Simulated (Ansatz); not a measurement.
Consider the formal exchange of groups at a C–O bond: `CO[Si](O)(F)F` + `S[CH2][SbH2]` → `C[CH](S)[SbH2]` + `O[Si](O)(F)F`.

Computed with Ansatz on PBE0-D4/def2-TZVP structures; ΔE is electronic, products minus reactants. CCSD(T)/CBS is the MP2 limit (def2-TZVPP, def2-QZVPP) plus CCSD(T) − MP2 in def2-TZVPP, frozen cores. Functionals use def2-TZVPP. B3LYP here is the variant with VWN-RPA as its local correlation; programs differ in this. def2 core potentials past Kr. For Sb outer-core shells are correlated without core-valence functions, which leaves a few kJ/mol of doubt a bond. One conformer a species, not always the lowest.

`CO[Si](O)(F)F`:

```xyz
10

C    -1.276   -0.774   -0.647
O    -0.159    0.096   -0.650
Si    0.877    0.308    0.562
O     1.899    1.505    0.224
F     0.073    0.576    1.899
F     1.740   -0.980    0.843
H    -1.863   -0.569   -1.543
H    -1.904   -0.609    0.233
H    -0.954   -1.818   -0.668
H     1.569    2.267   -0.253
```

`S[CH2][SbH2]`:

```xyz
8

S     0.026   -1.741    0.827
C    -0.452   -0.240   -0.044
Sb    0.770    1.400    0.710
H    -0.820   -2.592    0.220
H    -1.490    0.021    0.161
H    -0.292   -0.329   -1.116
H     0.158    2.478   -0.471
H     2.100    1.003   -0.287
```

`C[CH](S)[SbH2]`:

```xyz
11

C    -0.358   -1.114   -0.462
C    -0.470    0.195    0.295
S    -1.426    1.354   -0.727
Sb    1.454    1.098    0.790
H     0.162   -0.977   -1.413
H    -1.348   -1.531   -0.674
H     0.202   -1.846    0.123
H    -1.003    0.038    1.235
H    -1.428    2.391    0.126
H     2.104    0.735   -0.747
H     2.111   -0.343    1.456
```

`O[Si](O)(F)F`:

Cartesian coordinates in Å:
```
O -0.626 -0.439 1.307
Si -0.018 0.161 -0.057
O 0.786 -1.026 -0.788
F -1.142 0.728 -1.016
F 0.909 1.405 0.260
H -0.817 0.159 2.030
H 0.908 -0.988 -1.736
```

**Question.** Is it downhill or uphill in electronic energy at CCSD(T)/CBS, and by how much? (Estimate.)

**Answer.** Computed: Downhill: ΔE = -0.64 eV.

**Question.** What do these levels give: r2SCAN-D4, PBE0-D4, B3LYP-D4, B2PLYP, PBE, r2SCAN, SCS-MP2/def2-TZVPP, CCSD/def2-TZVPP, CCSD(T)/def2-TZVPP, HF/def2-QZVPP, MP2/def2-QZVPP, SCS-MP2/def2-QZVPP? (An estimate is asked.)

**Answer.** Ansatz gave: r2SCAN-D4 -0.59, PBE0-D4 -0.59, B3LYP-D4 -0.52, B2PLYP -0.54, PBE -0.56, r2SCAN -0.58, SCS-MP2/def2-TZVPP -0.61, CCSD/def2-TZVPP -0.57, CCSD(T)/def2-TZVPP -0.61, HF/def2-QZVPP -0.37, MP2/def2-QZVPP -0.72, SCS-MP2/def2-QZVPP -0.63 eV.

Largest T1 diagnostic among the species: 0.013.

In def2-TZVPP, CCSD(T) changes the Hartree–Fock value by −0.23 eV (the triples alone add −0.03 eV) and MP2 by −0.33 eV. The D4 term adds −0.06 eV with B3LYP and −0.03 eV with PBE0; it sums over pairs of atoms, weighted by their polarisabilities, and B3LYP, whose exchange is more repulsive, gets the larger term.
